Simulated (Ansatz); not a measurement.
**Which method gave which barrier?**

Saddle point of SiH2ClF3, singlet (SiHClF₂ ([F][SiH]([F])[Cl]) + HF → SiHF₃ ([F][SiH]([F])[F]) + HCl; bonds formed: Si1–F7, Cl2–H6; bonds broken: Si1–Cl2, H6–F7), PBE0-D4/def2-TZVP structure:

```xyz
7
angstrom
Si -0.4892 -0.1970 -0.1478
Cl 1.8690 -0.0528 -0.4355
F -0.4583 -1.2025 -1.3888
F -1.1506 1.0855 -0.7867
H -1.2637 -1.0027 0.7994
H 1.3124 0.6248 0.7283
F 0.1804 0.7447 1.2313
```

Computed with Ansatz 0.2.0 (basis: def2-TZVPP, with def2-QZVPP for the basis limit); correlated methods freeze the cores. Extrapolation: Hartree–Fock as exp(−7.88 √X), correlation as X^−2.97. Four methods, as single points on the PBE0-D4 structures, gave these electronic barriers from the start structure: 100.0, 106.7, 122.2, 182.6 kJ/mol.

The methods were, in alphabetical order, BLYP-D4, HF, MP2, r2SCAN-D4. Which gave which? (Judge from chemistry; the calculation decides.)

Computed: r2SCAN-D4 100.0; BLYP-D4 106.7; MP2 122.2; HF 182.6 kJ/mol. For comparison, CCSD(T) at an estimated basis limit (MP2 extrapolated from triple and quadruple zeta, plus CCSD(T) − MP2 in triple zeta) gives 125.5 kJ/mol.

The T1 diagnostic stays at or below 0.012.

Labels in which every atom is bracketed show which atoms are joined, not bond orders.

For scale, one of the runs: CCSD(T)/def2-TZVPP, 205 basis functions, launched by `ansatz run in.yaml --threads 4 --pin off --events-out ev --progress --plain --max-ram 9574MiB`. The run took 96 s on 4 CPU threads of an Arm Neoverse V1 (shared host), with 2.8 GiB of host memory at its peak.
